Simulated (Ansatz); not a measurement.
Reaction (ligand exchange at the Hf–N bond): `O=C=[N][Hf]([OH])([OH])[OH]` + HBr → `[OH][Hf]([OH])([OH])[Br]` + `N=C=O`

Isolated molecules relaxed with PBE0-D4/def2-TZVP in Ansatz; ΔE leaves out vibrations. CCSD(T)/CBS adds triple-zeta CCSD(T) − MP2 to the extrapolated MP2 energy (def2 sets, frozen cores). This one scheme is used for every species. Elements past krypton have def2 core potentials. For Br, Hf outer-core shells are correlated without core-valence functions, which leaves a few kJ/mol of doubt a bond. Scalar relativity is left out up to krypton. One conformer a species, not always the lowest.

```csv
species,CCSD(T)/CBS(def2) energy (Eh)
`O=C=[N][Hf]([OH])([OH])[OH]`,-443.41741
HBr,-2573.91920
`[OH][Hf]([OH])([OH])[Br]`,-2848.82808
`N=C=O`,-168.51995
```

Task: Work out ΔE.

Result: ΔE = (-2848.82808) + (-168.51995) − (-443.41741) − (-2573.91920) = -0.01142 Eh = -0.31 eV.

Largest T1 diagnostic among the species: 0.018.

At CCSD(T), def2-SVP lies +0.14 eV from the extrapolated value and def2-TZVPP +0.03 eV. Leaving LDA and LC-ωPBE aside and taking each functional with its dispersion term where it has one, the values, not all of them listed here, spread over 0.09 eV, from r2SCANh-D4 to CAM-B3LYP-D4.
